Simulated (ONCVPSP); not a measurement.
## What one change does to a pseudopotential (I, ONCV)

I, optimised norm-conserving Vanderbilt (ONCV), made with ONCVPSP 4.0.1 (PBE, scalar-relativistic). Core [Ar] 3d10, reference 4s2 4p6 4d10 5s2 5p5. Waves: 4s+5s: rc 1.20 bohr, ncon 4, nbas 7, qcut 13.1 1/bohr, 2 projectors; 4p+5p: rc 1.40 bohr, ncon 3, nbas 7, qcut 12.4 1/bohr, 3 projectors, debl 3.3 Ha; 4d: rc 1.50 bohr, ncon 4, nbas 9, qcut 10.4 1/bohr, 2 projectors, debl 3.5 Ha. Local part: polynomial inside 0.80 bohr (lpopt 5, dvloc0 6 Ha). Core correction: none.

All-electron outer shells of the reference configuration (PBE, scalar-relativistic, ld1.x):

| shell | level (eV) | outermost node (bohr) | outermost maximum (bohr) |
| --- | --- | --- | --- |
| 3p | -859.35 | 0.13 | 0.28 |
| 3d | -605.97 | – | 0.23 |
| 4s | -180.60 | 0.37 | 0.68 |
| 4p | -127.57 | 0.37 | 0.72 |
| 4d | -50.28 | 0.35 | 0.78 |
| 5s | -17.41 | 0.88 | 1.70 |
| 5p | -7.09 | 0.96 | 2.02 |

Change: d: rc 2.14.

Cutoffs: the cutoffs (Ha) at which the residual kinetic energy of the hardest occupied pseudo-wave falls to 1 and 0.1 mHa per electron; they do not see the model core or the augmentation charge, which bear on the density cutoff. Errors are all-electron minus pseudo energies relative to the spin-unpolarised reference configuration.

Problem. What does the change do?

Solution. The potential gets neither clearly harder nor softer (56 Ha and 65 Ha → 56 Ha and 65 Ha); the s channel sets the loose cutoff, while the largest relative change is in d, which becomes softer; of the 4 tests that both files solve, the error grows in 2 and shrinks in 0 by more than 15 % and 0.3 meV (median size 12.5 → 14.5 meV); neither file shows a bound ghost.

| quantity | base | changed |
| --- | --- | --- |
| cutoff, loose | 56 Ha | 56 Ha |
| cutoff, tight | 65 Ha | 65 Ha |
| loose cutoff by channel | s 56 Ha, p 28 Ha, d 42 Ha | s 56 Ha, p 28 Ha, d 31 Ha |
| bound ghosts | none | none |
| GHOST(+) flags under 300 eV | none | none |
| error for 4s2 4p6 4d10 5s2 5p4, meV [ΔE 11.13 eV] | -2.6 | -2.8 |
| error for 4s2 4p6 4d10 5s2 5p3, meV [ΔE 30.98 eV] | -8.0 | -8.7 |
| error for 4s2 4p6 4d10 5s2 5p2, meV [ΔE 60.31 eV] | -17 | -20 |
| error for 4s2 4p6 4d9 5s2 5p5, meV [ΔE 58.25 eV] | +53 | +337 |
| s: phases at 1.22 bohr within 0.05 rad from the reference energy up to (Ha; the scan ends near 5) | to the end of the scan | to the end of the scan |
| p: phases at 1.42 bohr within 0.05 rad from the reference energy up to (Ha; the scan ends near 5) | to the end of the scan | to the end of the scan |
